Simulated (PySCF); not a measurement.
Working with the constants of CsSn⁺

UHF-CCSD(T) constants of CsSn⁺, ³Π (triplet), unpaired electrons σ ↑, π ↑ (Cs def2-SVPD with ECP46, Sn def2-SVPD with ECP28; scalar-relativistic core potentials (PySCF 2.14); masses 132.9054 and 119.9022 u):

| Property | Result |
| --- | --- |
| ωe | 38.7 cm⁻¹ |
| ωexe | 0.21 cm⁻¹ |
| Be | 0.01393 cm⁻¹ |
| αe | 8.9e-05 cm⁻¹ |
| D (centrifugal) | 7.2e-09 cm⁻¹ |
| De to Cs⁺ + Sn | 0.251 eV |

Q: Give the vibrational terms G(v) and spacings up to v = 6.

A: G(v) = ωe(v+½) − ωexe(v+½)².

```json
{"v": "0", "G(v) (cm⁻¹)": "19.3", "G(v) − G(v−1)": "", "Bv (cm⁻¹)": "0.01389"}
{"v": "1", "G(v) (cm⁻¹)": "57.6", "G(v) − G(v−1)": "38.3", "Bv (cm⁻¹)": "0.01380"}
{"v": "2", "G(v) (cm⁻¹)": "95.4", "G(v) − G(v−1)": "37.9", "Bv (cm⁻¹)": "0.01371"}
{"v": "3", "G(v) (cm⁻¹)": "132.9", "G(v) − G(v−1)": "37.4", "Bv (cm⁻¹)": "0.01362"}
{"v": "4", "G(v) (cm⁻¹)": "169.9", "G(v) − G(v−1)": "37.0", "Bv (cm⁻¹)": "0.01353"}
{"v": "5", "G(v) (cm⁻¹)": "206.5", "G(v) − G(v−1)": "36.6", "Bv (cm⁻¹)": "0.01344"}
{"v": "6", "G(v) (cm⁻¹)": "242.7", "G(v) − G(v−1)": "36.2", "Bv (cm⁻¹)": "0.01335"}
```

Q: How well does the Morse estimate ωe²/(4ωexe) reproduce De, and what is D0?

A: It gives 0.221 eV, 88 % of the computed De. D0 = De − G(0) = 0.251 − 0.002 = 0.249 eV.

Correlated steps freeze 4 core orbitals. The bond is weak. Basis-set superposition, not corrected here, can be much of De in a small basis, most of all at correlated wavefunction levels. These are scalar-relativistic numbers at best; spin–orbit coupling would shift them, the dissociation energy most. For an ion De counts to the pair picked by the measured ionisation energies or electron affinities, which need not be the lowest pair at this level. The state is the lowest determinant that a PBE0 search found; another state may lie lower at other levels.
